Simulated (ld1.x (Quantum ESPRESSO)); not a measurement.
**Before and after: TM potential for Br**

* Element: Br (Z = 35)
* Generator: ld1.x (Quantum ESPRESSO) 7.5
* Type: norm-conserving Troullier–Martins (Kleinman–Bylander form)
* Functional: PBE
* Relativity: scalar-relativistic
* Frozen core: [Ar] 3d10
* Valence charge: 7
* Reference configuration: 4s2 4p5
* Partial waves: 4p (bound): rc 1.25 bohr; 4d channel at -0.15 Ry: rc 1.00 bohr; 4s (bound): rc 1.05 bohr
* Local potential: the s channel
* Core correction: none

All-electron outer shells of the reference configuration (PBE, scalar-relativistic, ld1.x):

| shell | level (eV) | outermost node (bohr) | outermost maximum (bohr) |
| --- | --- | --- | --- |
| 3p | -173.49 | 0.21 | 0.48 |
| 3d | -66.72 | – | 0.43 |
| 4s | -20.13 | 0.67 | 1.41 |
| 4p | -7.86 | 0.70 | 1.66 |

Change: all radii scaled by about 1.20 (s 1.26, p 1.50, d 1.20 bohr).

Cutoffs: the cutoffs (Ry, on a coarse ladder) from which the occupation-weighted sum of valence levels, in a spherical-Bessel basis at the reference potential, stays within 10 and 1 mRy of its value at 400 Ry; they do not see the model core or the augmentation charge, which bear on the density cutoff. Errors are all-electron minus pseudo energies relative to the spin-unpolarised reference configuration.

Question: What does the change do?

Answer: The potential gets softer (120 Ry and 300 Ry → 50 Ry and 100 Ry); the bound ghosts move from p to d, p; of the 7 tests that both files solve, the error grows in 0 and shrinks in 6 by more than 15 % and 0.3 meV (median size 11.6 → 7.3 meV). A larger radius leaves more room for a smooth pseudo-wave, so fewer plane waves are needed. That the errors move this way runs against the usual rule that smaller radii transfer better.

| quantity | base | changed |
| --- | --- | --- |
| cutoff, loose | 120 Ry | 50 Ry |
| cutoff, tight | 300 Ry | 100 Ry |
| loose cutoff by channel (10 mRy a level) | p 60 Ry, s 70 Ry | p 21 Ry, s 40 Ry |
| bound ghosts | p | p, d |
| error for 4s2 4p4, meV [ΔE 12.55 eV] | -12 | -7.3 |
| error for 4s2 4p3, meV [ΔE 35.31 eV] | -46 | -31 |
| error for 4s2 4p2, meV [ΔE 69.30 eV] | -85 | -69 |
| error for 4s1 4p6, meV [ΔE 12.37 eV] | +9.1 | +0.4 |
| error for 4s2 4p4.5, meV [ΔE 5.07 eV] | -3.0 | -2.0 |
| error for 4s1 4p5, meV [ΔE 25.56 eV] | -40 | -9.3 |
| error for 4s2 4p5.3, meV [ΔE -1.96 eV] | -0.3 | +0.1 |

 A true bound ghost makes a file unfit for plane-wave use even where its test errors are small: the radial tests pick states by their node count and pass the ghost by.
